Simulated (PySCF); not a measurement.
## Spin states of BiB

Unrestricted PBE0; PySCF, scalar-relativistic core potentials, basis sets Bi def2-SVP with ECP60, B def2-SVP. Outer shells of the fragments: Bi 5d10 6s2 6p3; B 2s2 2p1.

Followed along the bond (rough minima from three points):

| 2Ms+1 | unpaired | ⟨S²⟩ at the start | R at minimum (Å) | Te (eV) |
| --- | --- | --- | --- | --- |
| 3 | σ ↑, π ↑ | 2.01 | 2.14 | 0.00 |
| 1 | σ ↓, π ↑ | 1.11 | 2.15 | 0.13 |
| 3 | π ↑↑ | 2.01 | 2.40 | 0.45 |
| 1 | π ↑↓ | 1.00 | 2.39 | 0.74 |
| 1 | none | 0.00 | 2.03 | 0.87 |

Solutions found at the starting distance of 2.275 Å, counted from the lowest of them; the search is not exhaustive and high or unbound solutions are not listed, so other states can lie among these:

| 2Ms+1 | unpaired | term | E (eV) | ⟨S²⟩ | ⟨Lz²⟩ | μ (D) |
| --- | --- | --- | --- | --- | --- | --- |
| 3 | σ ↑, π ↑ | ³Π | 0.00 | 2.01 | 1.01 | -1.18 |
| 1 | σ ↓, π ↑ | mixed | 0.12 | 1.11 | 1.00 | -1.12 |
| 3 | π ↑↑ | ³Σ⁻ | 0.39 | 2.01 | 0.00 | -2.41 |
| 1 | π ↑↓ | mixed | 0.67 | 1.00 | 2.01 | -2.52 |
| 1 | none | ¹Σ⁺ | 1.17 | 0.00 | 0.00 | -0.85 |
| 5 | σ ↑, π ↑↑↑ | ⁵Π | 1.22 | 6.00 | 1.00 | -1.88 |

A term symbol is given only where ⟨S²⟩ and ⟨Lz²⟩ are close to those of a pure state; real π, δ and φ orbitals otherwise mix terms. A positive dipole means Bi(−)B(+).

Spin–orbit coupling is left out, which matters for elements this heavy, above all for dissociation energies.
